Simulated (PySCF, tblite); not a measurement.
Isomers of [C8H6N3]- (charge -1). Level: GFN2-xTB in tblite, geometry and Hessian alike; calculated harmonic values, unscaled, isolated species. The method is semi-empirical: single wavenumbers can be off by several per cent or more. One conformer each.

Electronic energies: PBE0/pcSseg-1 single points on the GFN2-xTB geometries (PySCF, gas phase).

```csv
SMILES,"electronic energy, lowest = 0 (kJ/mol)"
C=Cc1ccc2[n-]nnc2c1,40.0
C=Cc1cccc2[n-]nnc12,40.3
c1ccc(-c2cnn[n-]2)cc1,0.0
```

Problem. How do GFN2-xTB zero-point energies change the relative energies?

Solution. 
```json
{"SMILES": "c1ccc(-c2cnn[n-]2)cc1", "ZPE (kJ/mol)": "322.3", "of it from modes above 1550 cm⁻¹": "128.3", "electronic (kJ/mol)": "0.0", "with ZPE, lowest = 0 (kJ/mol)": "0.0", "lowest mode (cm⁻¹)": "54", "rings": "2"}
{"SMILES": "C=Cc1ccc2[n-]nnc2c1", "ZPE (kJ/mol)": "319.7", "of it from modes above 1550 cm⁻¹": "138.0", "electronic (kJ/mol)": "40.0", "with ZPE, lowest = 0 (kJ/mol)": "37.4", "lowest mode (cm⁻¹)": "57", "rings": "2"}
{"SMILES": "C=Cc1cccc2[n-]nnc12", "ZPE (kJ/mol)": "319.7", "of it from modes above 1550 cm⁻¹": "138.1", "electronic (kJ/mol)": "40.3", "with ZPE, lowest = 0 (kJ/mol)": "37.7", "lowest mode (cm⁻¹)": "60", "rings": "2"}
```

The zero-point energies span 2.6 kJ/mol, from `C=Cc1ccc2[n-]nnc2c1` to `c1ccc(-c2cnn[n-]2)cc1`. The order is unchanged.

Problem. And how do the electronic energies of GFN2-xTB itself compare?

Solution. `c1ccc(-c2cnn[n-]2)cc1` 0.0; `C=Cc1ccc2[n-]nnc2c1` 33.0; `C=Cc1cccc2[n-]nnc12` 32.6 kJ/mol, lowest = 0. Against the energies above, taken from the same isomer `c1ccc(-c2cnn[n-]2)cc1`, the largest difference is 7.7 kJ/mol.

Problem. What do entropy and thermal enthalpy add at 298.15 K and 1 bar (rigid rotor, harmonic oscillator, one conformer each)?

Solution. 
```tsv
SMILES	point group	symmetry number	S (J/(mol K))	H − H(0) (kJ/mol)	ZPE + H − H(0) − TS (kJ/mol)
c1ccc(-c2cnn[n-]2)cc1	Cs	1	379.8	23.95	233.1
C=Cc1ccc2[n-]nnc2c1	Cs	1	379.5	24.56	231.1
C=Cc1cccc2[n-]nnc12	Cs	1	381.0	24.70	230.9
```
